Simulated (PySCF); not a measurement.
C₂H₂F₃, SMILES C([C](F)F)F (connectivity only; charge and spin as stated), charge +1, multiplicity 1.

Geometry optimised at ωB97X-D3(BJ)/def2-SVP. The multiplicity is an assumed one; other spin states were not compared. The isomer is the one that the SMILES or the coordinates give; other isomers of the formula were not compared. One conformer was computed; it need not be the lowest.

These are CAM-B3LYP/def2-TZVP in PySCF values and carry that method's errors.

Computed frontier levels, gap, dipole moment and polarisability:
```
Item                                                               Value
------------------------------------------------  ----------------------
highest occupied level                                         -18.49 eV
lowest empty level                                              -8.82 eV
orbital gap                                                      9.68 eV
dipole moment about the centre of nuclear charge                  2.64 D
mean static polarisability                          23.8 bohr³ (3.52 Å³)
polarisability, principal values                  18.2, 25.5, 27.6 bohr³
```
